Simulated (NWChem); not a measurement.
# C4H5Cl; SMILES C#CCCCl

```xyz
10

C      0.9444    -2.3816    -0.1248
C      0.0559    -1.5878     0.0878
C     -1.0193    -0.6343     0.3294
C     -0.8864     0.6727    -0.4388
Cl     0.5348     1.6181     0.0789
H      1.7370    -3.0834    -0.3079
H     -1.0842    -0.4154     1.4084
H     -1.9825    -1.0950     0.0457
H     -0.7799     0.4894    -1.5165
H     -1.7717     1.3011    -0.2720
```
Atoms are numbered in this order, from 1.

The geometry was optimised at PBE0/def2-SVP. B3LYP is NWChem's, with the RPA form of VWN correlation.

**Question.** Give the principal values of the shielding tensors (ppm) of C1, C2, C3, C4, Cl5 from B3LYP/6-31G* (spherical d), GIAO (NWChem), with their diamagnetic and paramagnetic parts as GIAO splits them.

**Answer.** 
| atom | σ11 | σ22 | σ33 | isotropic | diamagnetic | paramagnetic |
|---|---|---|---|---|---|---|
| C1 | 57.4 | 63.1 | 256.2 | 125.6 | 278.4 | -152.8 |
| C2 | 32.2 | 36.6 | 292.3 | 120.4 | 244.3 | -123.9 |
| C3 | 155.3 | 163.5 | 179.7 | 166.2 | 256.3 | -90.2 |
| C4 | 119.3 | 146.9 | 168.6 | 145.0 | 250.6 | -105.7 |
| Cl5 | 689.1 | 802.5 | 1085.1 | 858.9 | 1145.7 | -286.8 |
